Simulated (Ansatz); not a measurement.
Ansatz (a first-principles code) input (B3LYP/LANL2DZ): The .json file is the Basis Set Exchange's LANL2DZ.

Ansatz 0.2 input:
```yaml
crystal:
  periodic: [false, false, false]
  atoms:
    - {symbol: C, position_ang: [-2.75851000, 0.30192100, 0.25290800]}
    - {symbol: C, position_ang: [-1.75819800, 0.01719600, -0.60014800]}
    - {symbol: C, position_ang: [-0.62059500, -0.90966100, -0.22759900]}
    - {symbol: Ge, position_ang: [1.01909900, 0.12051600, 0.15176400]}
    - {symbol: H, position_ang: [-3.46554500, 1.00803000, -0.23472500]}
    - {symbol: H, position_ang: [-1.63536200, 0.43053600, -1.62089700]}
    - {symbol: H, position_ang: [-0.88324800, -1.44734800, 0.68702800]}
    - {symbol: H, position_ang: [-0.37167000, -1.63834600, -1.01037200]}
    - {symbol: H, position_ang: [0.86956600, 1.01145300, 1.40681400]}
    - {symbol: H, position_ang: [1.39057600, 1.06558500, -1.02405400]}
    - {symbol: H, position_ang: [2.30832200, -0.74316900, 0.38879100]}
basis:
  gaussian:
    orbitals: LANL2DZ.json
hamiltonian:
  xc: {name: B3LYP}
total_charge: -1
relax: {f_tol: 0.003, max_steps: 120}
```

Output:

```
Functional definition: B3LYP
integrals: 0.02 GiB planned
700 factors; integrals over basis functions are off by at most 2.5e-4 eV
mean field: 0.15 GiB planned
mean field evaluation 1: about -3318.7666 eV, gradient 4.2e1 eV
mean field evaluation 2: about -3278.3983 eV, gradient 8.6e1 eV
mean field evaluation 4: about -3324.0761 eV, gradient 9.4e0 eV
mean field evaluation 8: about -3324.4006 eV, gradient 1.3e-1 eV
mean field -3324.40067035 eV, -122.1694712755 hartree, gradient 5.7e-5 eV, S^2 0.000000; 0 other end points of the search recorded, 0 dependent functions left out
the calculation of the forces begins
reference -3324.40093241 eV, -122.1694809061 hartree; 15, 15 occupied and 34, 34 virtual orbitals, 700 factors
relax step   1: F+E_penalty+E_count = -3324.40067035 eV  Δ(F+E_penalty+E_count) = +0.000e0 eV  max|allowed force component| = 1.321e0 eV/Å  Δτ_max = 0.0000 Å  (24 SCF iters, accepted)
these checks for a lower state are left out or cut short: starts, cluster_reference, orbital_swaps, neighbouring_geometries, increment
integrals: 0.02 GiB planned
700 factors; integrals over basis functions are off by at most 2.5e-4 eV
mean field: 0.15 GiB planned
mean field evaluation 16: about -3324.4490 eV, gradient 1.7e0 eV
mean field -3324.44679960 eV, -122.1711664942 hartree, gradient 7.0e-5 eV, S^2 0.000000; 0 other end points of the search recorded, 0 dependent functions left out
the calculation of the forces begins
reference -3324.44706148 eV, -122.1711761181 hartree; 15, 15 occupied and 34, 34 virtual orbitals, 700 factors
relax step   2: F+E_penalty+E_count = -3324.44679960 eV  Δ(F+E_penalty+E_count) = -4.613e-2 eV  max|allowed force component| = 3.902e-1 eV/Å  Δτ_max = 0.0591 Å  (24 SCF iters, accepted)
these checks for a lower state are left out or cut short: starts, cluster_reference, orbital_swaps, neighbouring_geometries, increment
integrals: 0.02 GiB planned
700 factors; integrals over basis functions are off by at most 2.5e-4 eV
mean field: 0.15 GiB planned
mean field -3324.44618190 eV, -122.1711437944 hartree, gradient 1.6e-5 eV, S^2 0.000000; 0 other end points of the search recorded, 0 dependent functions left out
the calculation of the forces begins
reference -3324.44644304 eV, -122.1711533910 hartree; 15, 15 occupied and 34, 34 virtual orbitals, 700 factors
relax step   3: F+E_penalty+E_count = -3324.44618190 eV  Δ(F+E_penalty+E_count) = +6.177e-4 eV  max|allowed force component| = 1.966e-1 eV/Å  Δτ_max = 0.0571 Å  (27 SCF iters, rejected (line search))
these checks for a lower state are left out or cut short: starts, cluster_reference, orbital_swaps, neighbouring_geometries, increment
integrals: 0.02 GiB planned
700 factors; integrals over basis functions are off by at most 2.5e-4 eV
mean field: 0.15 GiB planned
mean field evaluation 32: about -3324.4537 eV, gradient 6.7e-5 eV
mean field -3324.45370538 eV, -122.1714202771 hartree, gradient 6.7e-5 eV, S^2 0.000000; 0 other end points of the search recorded, 0 dependent functions left out
the calculation of the forces begins
reference -3324.45396719 eV, -122.1714298983 hartree; 15, 15 occupied and 34, 34 virtual orbitals, 700 factors
relax step   4: F+E_penalty+E_count = -3324.45370538 eV  Δ(F+E_penalty+E_count) = -6.906e-3 eV  max|allowed force component| = 8.719e-2 eV/Å  Δτ_max = 0.0282 Å  (25 SCF iters, accepted)
these checks for a lower state are left out or cut short: starts, cluster_reference, orbital_swaps, neighbouring_geometries, increment
integrals: 0.02 GiB planned
700 factors; integrals over basis functions are off by at most 2.5e-4 eV
mean field: 0.15 GiB planned
mean field -3324.45419709 eV, -122.1714383471 hartree, gradient 1.1e-5 eV, S^2 0.000000; 0 other end points of the search recorded, 0 dependent functions left out
the calculation of the forces begins
reference -3324.45445889 eV, -122.1714479679 hartree; 15, 15 occupied and 34, 34 virtual orbitals, 700 factors
relax step   5: F+E_penalty+E_count = -3324.45419709 eV  Δ(F+E_penalty+E_count) = -4.917e-4 eV  max|allowed force component| = 3.668e-2 eV/Å  Δτ_max = 0.0095 Å  (22 SCF iters, accepted)
these checks for a lower state are left out or cut short: starts, cluster_reference, orbital_swaps, neighbouring_geometries, increment
integrals: 0.02 GiB planned
700 factors; integrals over basis functions are off by at most 2.5e-4 eV
mean field: 0.15 GiB planned
mean field -3324.45452347 eV, -122.1714503412 hartree, gradient 6.8e-5 eV, S^2 0.000000; 0 other end points of the search recorded, 0 dependent functions left out
the calculation of the forces begins
reference -3324.45478522 eV, -122.1714599603 hartree; 15, 15 occupied and 34, 34 virtual orbitals, 700 factors
relax step   6: F+E_penalty+E_count = -3324.45452347 eV  Δ(F+E_penalty+E_count) = -3.264e-4 eV  max|allowed force component| = 3.392e-2 eV/Å  Δτ_max = 0.0169 Å  (25 SCF iters, accepted)
these checks for a lower state are left out or cut short: starts, cluster_reference, orbital_swaps, neighbouring_geometries, increment
integrals: 0.02 GiB planned
700 factors; integrals over basis functions are off by at most 2.5e-4 eV
mean field: 0.15 GiB planned
mean field -3324.45454811 eV, -122.1714512470 hartree, gradient 1.8e-5 eV, S^2 0.000000; 0 other end points of the search recorded, 0 dependent functions left out
the calculation of the forces begins
reference -3324.45480991 eV, -122.1714608678 hartree; 15, 15 occupied and 34, 34 virtual orbitals, 700 factors
relax step   7: F+E_penalty+E_count = -3324.45454811 eV  Δ(F+E_penalty+E_count) = -2.465e-5 eV  max|allowed force component| = 1.743e-2 eV/Å  Δτ_max = 0.0070 Å  (22 SCF iters, accepted)
these checks for a lower state are left out or cut short: starts, cluster_reference, orbital_swaps, neighbouring_geometries, increment
integrals: 0.02 GiB planned
700 factors; integrals over basis functions are off by at most 2.5e-4 eV
mean field: 0.15 GiB planned
mean field -3324.45471131 eV, -122.1714572444 hartree, gradient 6.8e-5 eV, S^2 0.000000; 0 other end points of the search recorded, 0 dependent functions left out
the calculation of the forces begins
reference -3324.45497310 eV, -122.1714668648 hartree; 15, 15 occupied and 34, 34 virtual orbitals, 700 factors
relax step   8: F+E_penalty+E_count = -3324.45471131 eV  Δ(F+E_penalty+E_count) = -1.632e-4 eV  max|allowed force component| = 2.211e-2 eV/Å  Δτ_max = 0.0125 Å  (25 SCF iters, accepted)
these checks for a lower state are left out or cut short: starts, cluster_reference, orbital_swaps, neighbouring_geometries, increment
integrals: 0.02 GiB planned
700 factors; integrals over basis functions are off by at most 2.5e-4 eV
mean field: 0.15 GiB planned
mean field -3324.45146865 eV, -122.1713380789 hartree, gradient 7.0e-5 eV, S^2 0.000000; 0 other end points of the search recorded, 0 dependent functions left out
the calculation of the forces begins
reference -3324.45173039 eV, -122.1713476977 hartree; 15, 15 occupied and 34, 34 virtual orbitals, 700 factors
relax step   9: F+E_penalty+E_count = -3324.45146865 eV  Δ(F+E_penalty+E_count) = +3.243e-3 eV  max|allowed force component| = 2.178e-1 eV/Å  Δτ_max = 0.0175 Å  (25 SCF iters, rejected (line search))
these checks for a lower state are left out or cut short: starts, cluster_reference, orbital_swaps, neighbouring_geometries, increment
integrals: 0.02 GiB planned
700 factors; integrals over basis functions are off by at most 2.5e-4 eV
mean field: 0.15 GiB planned
mean field evaluation 64: about -3324.4548 eV, gradient 1.0e-5 eV
mean field -3324.45477646 eV, -122.1714596386 hartree, gradient 1.0e-5 eV, S^2 0.000000; 0 other end points of the search recorded, 0 dependent functions left out
the calculation of the forces begins
reference -3324.45503824 eV, -122.1714692589 hartree; 15, 15 occupied and 34, 34 virtual orbitals, 700 factors
relax step  10: F+E_penalty+E_count = -3324.45477646 eV  Δ(F+E_penalty+E_count) = -6.515e-5 eV  max|allowed force component| = 6.957e-3 eV/Å  Δτ_max = 0.0085 Å  (22 SCF iters, accepted)
these checks for a lower state are left out or cut short: starts, cluster_reference, orbital_swaps, neighbouring_geometries, increment
integrals: 0.02 GiB planned
700 factors; integrals over basis functions are off by at most 2.5e-4 eV
mean field: 0.15 GiB planned
mean field -3324.45477784 eV, -122.1714596894 hartree, gradient 1.1e-5 eV, S^2 0.000000; 0 other end points of the search recorded, 0 dependent functions left out
the calculation of the forces begins
reference -3324.45503963 eV, -122.1714693099 hartree; 15, 15 occupied and 34, 34 virtual orbitals, 700 factors
relax step  11: F+E_penalty+E_count = -3324.45477784 eV  Δ(F+E_penalty+E_count) = -1.381e-6 eV  max|allowed force component| = 6.320e-3 eV/Å  Δτ_max = 0.0085 Å  (22 SCF iters, accepted)
these checks for a lower state are left out or cut short: starts, cluster_reference, orbital_swaps, neighbouring_geometries, increment
integrals: 0.02 GiB planned
700 factors; integrals over basis functions are off by at most 2.5e-4 eV
mean field: 0.15 GiB planned
mean field -3324.45478711 eV, -122.1714600298 hartree, gradient 5.6e-5 eV, S^2 0.000000; 0 other end points of the search recorded, 0 dependent functions left out
the calculation of the forces begins
reference -3324.45504889 eV, -122.1714696502 hartree; 15, 15 occupied and 34, 34 virtual orbitals, 700 factors
relax step  12: F+E_penalty+E_count = -3324.45478711 eV  Δ(F+E_penalty+E_count) = -9.264e-6 eV  max|allowed force component| = 4.561e-3 eV/Å  Δτ_max = 0.0025 Å  (18 SCF iters, accepted)
these checks for a lower state are left out or cut short: starts, cluster_reference, orbital_swaps, neighbouring_geometries, increment
integrals: 0.02 GiB planned
700 factors; integrals over basis functions are off by at most 2.5e-4 eV
mean field: 0.15 GiB planned
mean field -3324.45479128 eV, -122.1714601830 hartree, gradient 3.2e-5 eV, S^2 0.000000; 0 other end points of the search recorded, 0 dependent functions left out
the calculation of the forces begins
reference -3324.45505306 eV, -122.1714698034 hartree; 15, 15 occupied and 34, 34 virtual orbitals, 700 factors
relax step  13: F+E_penalty+E_count = -3324.45479128 eV  Δ(F+E_penalty+E_count) = -4.168e-6 eV  max|allowed force component| = 1.694e-3 eV/Å  Δτ_max = 0.0026 Å  (18 SCF iters, accepted)
integrals: 0.02 GiB planned
700 factors; integrals over basis functions are off by at most 2.5e-4 eV
mean field: 0.15 GiB planned
mean field evaluation 96: about -3324.4548 eV, gradient 6.9e-5 eV
mean field -3324.45479128 eV, -122.1714601830 hartree, gradient 3.2e-5 eV, S^2 0.000000; 1 other end points of the search recorded, 0 dependent functions left out
the calculation of the forces begins
reference -3324.45505306 eV, -122.1714698034 hartree; 15, 15 occupied and 34, 34 virtual orbitals, 700 factors
Total energy: -3324.45505306 eV, -122.1714698034 hartree
Atom 0 at    -2.827898     0.250111     0.241059 Å, force    -0.000120     0.000588     0.001431 eV/Å
Atom 1 at    -1.761164     0.041905    -0.607014 Å, force     0.000149    -0.000171    -0.000717 eV/Å
Atom 2 at    -0.619610    -0.910351    -0.219547 Å, force    -0.001383    -0.000874    -0.000076 eV/Å
Atom 3 at     1.041669     0.111291     0.146643 Å, force     0.001378     0.001694    -0.000344 eV/Å
Atom 4 at    -3.548755     0.973628    -0.246167 Å, force    -0.000098    -0.000455    -0.000644 eV/Å
Atom 5 at    -1.583386     0.505961    -1.604313 Å, force     0.000438     0.000694     0.000022 eV/Å
Atom 6 at    -0.918425    -1.424965     0.704733 Å, force     0.000099    -0.000203     0.000237 eV/Å
Atom 7 at    -0.395091    -1.666488    -0.993767 Å, force     0.000617    -0.000129     0.000097 eV/Å
Atom 8 at     0.930421     1.020296     1.403841 Å, force    -0.000519    -0.000403     0.000683 eV/Å
Atom 9 at     1.426992     1.056995    -1.036169 Å, force    -0.000215    -0.000296    -0.000668 eV/Å
Atom 10 at     2.349680    -0.741670     0.380211 Å, force    -0.000347    -0.000444    -0.000019 eV/Å
Dipole moment:     1.804954    -0.128450    -0.361656 e Å
```

The dipole moment of an ion depends on the origin.

The geometry given is a B3LYP-D3(BJ)/def2-TZVP minimum.
